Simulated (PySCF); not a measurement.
# Charge-transfer reorganisation: SMILES C=C1C=CC(Br)=C1, C6H5Br

Geometry (Å), atoms numbered from 1 in this order:
```xyz
12

C     2.502    0.755    1.119
C     1.265    0.634    0.602
C     0.594    1.596   -0.286
C    -0.632    1.109   -0.585
C    -0.784   -0.181    0.102
Br   -2.332   -1.215   -0.031
C     0.331   -0.477    0.811
H     3.121    1.629    0.899
H     2.924   -0.012    1.772
H     1.033    2.533   -0.628
H    -1.396    1.561   -1.216
H     0.517   -1.360    1.419
```

The calculation used PySCF, UKS PBE0/def2-SVP four-point reorganisation energy, gas phase. Geometry: PBE0/def2-SVP.

The calculation is non-relativistic, which matters for the atoms heavier than Zn.

(1) What is the inner reorganisation energy for hole transfer, with the ionisation energy?

(2) What is the inner reorganisation energy for electron transfer, with the electron affinity?

Results:

(1) λ = 0.217 (surface of the oxidised species) + 0.223 (surface of the starting species) = 0.440 eV. The ionisation energy is 8.30 eV vertical and 8.08 eV adiabatic without zero-point energy; at the relaxed geometry of the oxidised species the two energies differ by 7.86 eV. Largest bond changes: C5–C7 1.354 → 1.424 Å, C4–C5 1.469 → 1.418 Å, C5–Br6 1.866 → 1.819 Å, C3–C4 1.352 → 1.387 Å, C7–C2 1.466 → 1.445 Å. ⟨S²⟩ of the relaxed oxidised species 0.764.

(2) λ = 0.256 (surface of the reduced species) + 0.272 (surface of the starting species) = 0.528 eV. The electron affinity is 0.36 eV vertical and 0.61 eV adiabatic without zero-point energy; at the relaxed geometry of the reduced species the two energies differ by 0.88 eV. Largest bond changes: C1–C2 1.346 → 1.408 Å, C4–C5 1.469 → 1.417 Å, C3–C4 1.352 → 1.398 Å, C5–C7 1.354 → 1.393 Å, C5–Br6 1.866 → 1.905 Å. ⟨S²⟩ of the relaxed reduced species 0.761.

The highest occupied orbital of the reduced species is unbound in this basis, so its energies are rough.
